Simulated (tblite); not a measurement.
Compound: C2H4N4Si.
Geometry (GFN2-xTB, Å), atoms numbered from 1 in this order:
```
atom  x, y, z in Å
N1     2.6404   -1.5268    0.3521
C2     1.6547   -0.9573    0.2396
Si3    0.0427   -0.0302    0.0565
N4     0.3648    1.6375   -0.1301
N5    -0.7529   -0.7994   -1.2577
C6    -0.8440   -0.1575    1.7029
N7    -1.4256   -0.2630    2.6830
H8    -0.2484    2.3438    0.2374
H9     0.9044    1.9795   -0.9063
H10   -0.7229   -1.7996   -1.3690
H11   -1.6079   -0.4244   -1.6345
```

Computed values, GFN2-xTB/tblite, gas phase, harmonic and unscaled. Against measured fundamentals such values can be off by several per cent, at times by over 20. One conformer, not necessarily the lowest.

Harmonic wavenumbers (cm⁻¹): 61.6, 86.2, 123.6, 133.7, 169.2, 182.6, 236.1, 309.3, 323.5, 346.4, 354.9, 373.9, 457.1, 559.1, 647.8, 771.7, 808.7, 883.3, 981.3, 1502.5, 1506.4, 2364.8, 2373.8, 3479.8, 3497.1, 3515.9, 3536.9.

A = 2491, B = 1714, C = 1438 MHz; mass 112.021 u (most abundant isotopes); point group C1, symmetry number 1.

**Question.** What is the zero-point energy?

**Answer.** ½Σν̃ = 14794 cm⁻¹ = 176.97 kJ/mol.

**Question.** Entropy at 298.15 K, 1 bar (ideal gas, RRHO, classical rotation)?

**Answer.** Translation 167.71, rotation 118.62, vibration 121.72: S = 408.0 J/(mol K).

**Question.** And Cp and H(298.15 K) − H(0)?

**Answer.** Cp = 146.54 J/(mol K), of which vibrations give 113.28 (their classical limit is 27 R = 224.5); H(298.15 K) − H(0) = 29.20 kJ/mol without the zero-point energy, 19.28 from vibrations.

**Question.** Which modes carry the vibrational entropy at 298.15 K?

**Answer.** 61.6 cm⁻¹: 18.43; 86.2 cm⁻¹: 15.67; 123.6 cm⁻¹: 12.73; 133.7 cm⁻¹: 12.10; 169.2 cm⁻¹: 10.23; 182.6 cm⁻¹: 9.63 J/(mol K); the other 21 give 42.93 together.

**Question.** What must be added to the electronic energy to get the Gibbs energy at 298.15 K and 1 bar?

**Answer.** ZPE + [H(298.15 K) − H(0)] − T·S = 176.97 + 29.20 − 121.66 = 84.51 kJ/mol.

**Question.** Blend soft modes into free rotors: weight 1/[1 + (100 cm⁻¹/ν̃)⁴] for the oscillator and the rest for a rotor with moment μB/(μ + B), μ = h/(8π²ν), B = 10⁻⁴⁴ kg m². What vibrational entropy results?

**Answer.** 115.02 J/(mol K) in place of 121.72, which changes −T·S at 298.15 K by +2.00 kJ/mol.

Hindered rotation and anharmonicity are outside this model. Other conformers, if any are populated, would add a mixing term that is left out. The structure is chiral; the term R ln 2 for an equal mix with its mirror image is left out.

Time: 0.25 s. Hardware: Arm Neoverse V2, one thread, no GPU, on a shared host. This covers the Hessian and the dipole derivatives.
